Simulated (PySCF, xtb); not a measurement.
Si(H)2(Cl)2 cation (Cl2H2Si), SMILES Cl[SiH2]Cl (connectivity only; charge and spin as stated), charge +1, multiplicity 2.

Harmonic wavenumbers (cm⁻¹) from GFN2-xTB (xtb) at its own minimum, in rising order: 145, 246, 320, 338, 417, 572, 597, 1886, 2022.

What does PBE-D3(BJ)/def2-TZVP in PySCF give at its own minimum? (An estimate is asked for; the answer gives what the named calculation found.)

75, 174, 434, 487, 528, 583, 621, 1851, 1952. Paired by order, the mean absolute difference is 73 cm⁻¹ and the zero-point energies are 9.4 and 9.6 kcal/mol.
